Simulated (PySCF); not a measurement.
PySCF job for ZrI4, SMILES [I][Zr]([I])([I])[I], multiplicity 1, ωB97X-D3(BJ)/def2-SVP. 

```python
import numpy as np
from pyscf import gto, scf, dft
from pyscf.geomopt import geometric_solver

mol = gto.M(
    atom='''
    Zr    0.00000000   -0.00000000   -0.00000000
    I     1.61186248    1.61186248   -1.61186248
    I    -1.61186248    1.61186248    1.61186247
    I    -1.61186248   -1.61186248   -1.61186248
    I     1.61186249   -1.61186248    1.61186248
    ''',
    basis='def2-SVP',
    ecp={'I': 'def2-svp', 'Zr': 'def2-svp'},
    charge=0,
    spin=0,
    max_memory=1600,
    verbose=3,
)
mf = dft.RKS(mol, xc='wb97x-d3bj').density_fit(auxbasis='def2-universal-jkfit')
mf.grids.level = 3
mf.conv_tol = 1e-9
mf.max_cycle = 100
mf.kernel()
conv, mol_eq = geometric_solver.kernel(mf, convergence_set='GAU_TIGHT', maxsteps=100)
print(mol_eq.tostring(format='xyz'))
mf.reset(mol_eq)
mf.kernel()
```

Output:

```
converged SCF energy = -1238.51935382978
[banner and settings of the optimiser left out]
Geometry optimization cycle 1
Cartesian coordinates (Angstrom)
 Atom        New coordinates             dX        dY        dZ
  Zr   0.000000   0.000000   0.000000    0.000000  0.000000  0.000000
   I   1.611862   1.611862  -1.611862   -0.000000 -0.000000  0.000000
   I  -1.611862   1.611862   1.611862    0.000000 -0.000000  0.000000
   I  -1.611862  -1.611862  -1.611862    0.000000  0.000000  0.000000
   I   1.611862  -1.611862   1.611862   -0.000000  0.000000 -0.000000

WARN: Mole.unit (angstrom) is changed to Bohr

converged SCF energy = -1238.51935382977
--------------- DFRKS_Scanner gradients ---------------
         x                y                z
0 Zr    -0.0000000031     0.0000000018    -0.0000000002
1 I     0.0203366696     0.0203366725    -0.0203366712
2 I    -0.0203366647     0.0203366671     0.0203366647
3 I    -0.0203366723    -0.0203366650    -0.0203366677
4 I     0.0203366699    -0.0203366685     0.0203366664
----------------------------------------------
cycle 1: E = -1238.51935383  dE = -1238.52  norm(grad) = 0.0704483
Step    0 : Gradient = 3.151e-02/3.522e-02 (rms/max) Energy = -1238.5193538298
Hessian Eigenvalues: 5.00000e-02 5.00000e-02 5.00000e-02 ... 2.50000e-01 2.50000e-01 2.50000e-01

Geometry optimization cycle 2
Cartesian coordinates (Angstrom)
 Atom        New coordinates             dX        dY        dZ
  Zr  -0.000000  -0.000000   0.000000   -0.000000 -0.000000  0.000000
   I   1.547313   1.547313  -1.547313   -0.064550 -0.064550  0.064550
   I  -1.547313   1.547313   1.547313    0.064550 -0.064550 -0.064550
   I  -1.547313  -1.547313  -1.547313    0.064550  0.064550  0.064550
   I   1.547313  -1.547313   1.547313   -0.064550  0.064550 -0.064550
converged SCF energy = -1238.54007805244
--------------- DFRKS_Scanner gradients ---------------
         x                y                z
0 Zr    -0.0000000002     0.0000000015    -0.0000000020
1 I     0.0067960469     0.0067960468    -0.0067960461
2 I    -0.0067960513     0.0067960506     0.0067960502
3 I    -0.0067960409    -0.0067960471    -0.0067960458
4 I     0.0067960473    -0.0067960492     0.0067960471
----------------------------------------------
cycle 2: E = -1238.54007805  dE = -0.0207242  norm(grad) = 0.0235422
Step    1 : Displace = 1.000e-01/1.118e-01 (rms/max) Trust = 1.000e-01 (=) Grad = 1.053e-02/1.177e-02 (rms/max) E (change) = -1238.5400780524 (-2.072e-02) Quality = 0.826
Hessian Eigenvalues: 5.00000e-02 5.00000e-02 5.00000e-02 ... 2.50000e-01 2.50000e-01 2.50000e-01

Geometry optimization cycle 3
Cartesian coordinates (Angstrom)
 Atom        New coordinates             dX        dY        dZ
  Zr  -0.000000  -0.000000  -0.000000   -0.000000 -0.000000 -0.000000
   I   1.514915   1.514915  -1.514915   -0.032398 -0.032398  0.032397
   I  -1.514915   1.514915   1.514915    0.032398 -0.032398 -0.032398
   I  -1.514915  -1.514915  -1.514915    0.032397  0.032398  0.032397
   I   1.514915  -1.514915   1.514915   -0.032398  0.032398 -0.032398
converged SCF energy = -1238.54192981606
--------------- DFRKS_Scanner gradients ---------------
         x                y                z
0 Zr    -0.0000000058     0.0000000159     0.0000000260
1 I    -0.0022944505    -0.0022944479     0.0022944456
2 I     0.0022944662    -0.0022944683    -0.0022944643
3 I     0.0022944390     0.0022944395     0.0022944413
4 I    -0.0022944533     0.0022944496    -0.0022944533
----------------------------------------------
cycle 3: E = -1238.54192982  dE = -0.00185176  norm(grad) = 0.00794821
Step    2 : Displace = 5.019e-02/5.611e-02 (rms/max) Trust = 1.414e-01 (+) Grad = 3.555e-03/3.974e-03 (rms/max) E (change) = -1238.5419298161 (-1.852e-03) Quality = 0.742
Hessian Eigenvalues: 5.00000e-02 5.00000e-02 5.00000e-02 ... 2.50000e-01 2.50000e-01 2.50000e-01

Geometry optimization cycle 4
Cartesian coordinates (Angstrom)
 Atom        New coordinates             dX        dY        dZ
  Zr   0.000000   0.000000  -0.000000    0.000000  0.000000  0.000000
   I   1.523092   1.523092  -1.523092    0.008177  0.008177 -0.008177
   I  -1.523092   1.523092   1.523092   -0.008177  0.008177  0.008177
   I  -1.523092  -1.523092  -1.523092   -0.008177 -0.008177 -0.008177
   I   1.523092  -1.523092   1.523092    0.008177 -0.008177  0.008177
converged SCF energy = -1238.5421021843
--------------- DFRKS_Scanner gradients ---------------
         x                y                z
0 Zr     0.0000000083    -0.0000000197    -0.0000000332
1 I     0.0001644071     0.0001644081    -0.0001644071
2 I    -0.0001644297     0.0001644301     0.0001644321
3 I    -0.0001644062    -0.0001644058    -0.0001644060
4 I     0.0001644128    -0.0001644158     0.0001644137
----------------------------------------------
cycle 4: E = -1238.54210218  dE = -0.000172368  norm(grad) = 0.000569549
Step    3 : Displace = 1.267e-02/1.416e-02 (rms/max) Trust = 1.414e-01 (=) Grad = 2.547e-04/2.848e-04 (rms/max) E (change) = -1238.5421021843 (-1.724e-04) Quality = 0.810
Hessian Eigenvalues: 5.00000e-02 5.00000e-02 5.00000e-02 ... 2.50000e-01 2.50000e-01 2.50000e-01

Geometry optimization cycle 5
Cartesian coordinates (Angstrom)
 Atom        New coordinates             dX        dY        dZ
  Zr   0.000000   0.000000   0.000000    0.000000  0.000000  0.000000
   I   1.522546   1.522546  -1.522546   -0.000547 -0.000547  0.000547
   I  -1.522545   1.522546   1.522545    0.000547 -0.000547 -0.000547
   I  -1.522546  -1.522546  -1.522546    0.000547  0.000547  0.000547
   I   1.522546  -1.522545   1.522546   -0.000547  0.000547 -0.000547
converged SCF energy = -1238.54210479407
--------------- DFRKS_Scanner gradients ---------------
         x                y                z
0 Zr    -0.0000000217     0.0000000217     0.0000000394
1 I     0.0000035290     0.0000035295    -0.0000035287
2 I    -0.0000035041     0.0000035018     0.0000034984
3 I    -0.0000035293    -0.0000035282    -0.0000035286
4 I     0.0000035217    -0.0000035206     0.0000035186
----------------------------------------------
cycle 5: E = -1238.54210479  dE = -2.60977e-06  norm(grad) = 1.21934e-05
Step    4 : Displace = 8.471e-04/9.472e-04 (rms/max) Trust = 2.000e-01 (+) Grad = 5.453e-06/6.113e-06 (rms/max) E (change) = -1238.5421047941 (-2.610e-06) Quality = 2.560
Hessian Eigenvalues: 5.00000e-02 5.00000e-02 5.00000e-02 ... 2.50000e-01 2.50000e-01 2.50000e-01

Geometry optimization cycle 6
Cartesian coordinates (Angstrom)
 Atom        New coordinates             dX        dY        dZ
  Zr   0.000000  -0.000000  -0.000000    0.000000 -0.000000 -0.000000
   I   1.522534   1.522534  -1.522534   -0.000012 -0.000012  0.000012
   I  -1.522534   1.522534   1.522534    0.000012 -0.000012 -0.000012
   I  -1.522534  -1.522534  -1.522534    0.000012  0.000012  0.000012
   I   1.522534  -1.522534   1.522534   -0.000012  0.000012 -0.000012
converged SCF energy = -1238.54210482878
--------------- DFRKS_Scanner gradients ---------------
         x                y                z
0 Zr     0.0000000280    -0.0000000265    -0.0000000490
1 I     0.0000001398     0.0000001397    -0.0000001411
2 I    -0.0000001727     0.0000001742     0.0000001771
3 I    -0.0000001450    -0.0000001469    -0.0000001458
4 I     0.0000001499    -0.0000001461     0.0000001552
----------------------------------------------
cycle 6: E = -1238.54210483  dE = -3.47045e-08  norm(grad) = 5.34969e-07
Step    5 : Displace = 1.853e-05/2.083e-05 (rms/max) Trust = 2.828e-01 (+) Grad = 2.392e-07/3.026e-07 (rms/max) E (change) = -1238.5421048288 (-3.470e-08) Quality = 72.694
Hessian Eigenvalues: 5.00000e-02 5.00000e-02 5.00000e-02 ... 2.50000e-01 2.50000e-01 2.50000e-01
Converged! =D

5
XYZ from PySCF
Zr          0.00000017       -0.00000002       -0.00000006
I           1.52253377        1.52253353       -1.52253368
I          -1.52253355        1.52253378        1.52253369
I          -1.52253352       -1.52253356       -1.52253362
I           1.52253380       -1.52253356        1.52253369
converged SCF energy = -1238.54210482887
```

The run converged.

Cost: around 4 core-minutes (rough).
